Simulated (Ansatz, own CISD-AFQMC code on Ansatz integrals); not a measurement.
CH6Si3, SMILES `[SiH2]=C=[SiH][SiH3]` (charge 0, multiplicity 1).

Cartesian coordinates (Å):
```xyz
10

Si     2.6939     0.1745     0.4955
C      1.2627    -0.1952    -0.2952
Si    -0.2292    -0.5229    -0.9962
Si    -2.2249     0.1665    -0.0146
H      3.3331    -0.7179     1.4898
H      3.4645     1.4162     0.2547
H     -0.3357    -1.2627    -2.2823
H     -3.1039    -1.0066     0.2415
H     -1.9110     0.8511     1.2634
H     -2.9494     1.0970    -0.9220
```
Charge 0, multiplicity 1.

Frozen-core correlation energies in cc-pVDZ at a geometry from PBE0-D3(BJ)/def2-TZVP, on an HF energy of -908.02638 Ha (<S^2> = 0.00, restricted and unstable towards unrestricted orbitals). Wave-function levels are from Ansatz, the walk from an own CISD-AFQMC code on Ansatz integrals (time step 0.005/Ha, trial state from CCSD amplitudes, largest double 0.12).

```csv
level,correlation energy (mHa)
MP2,-429.0
CCSD,-488.3
CCSD(T),-509.4
```

### Question
What correlation energy does phaseless AFQMC give, and where does it lie among these levels?

### Answer
-512.1 ± 0.4 mHa (one standard error). AFQMC minus each level: MP2 -83.2 mHa, CCSD -23.8 mHa, CCSD(T) -2.7 mHa.
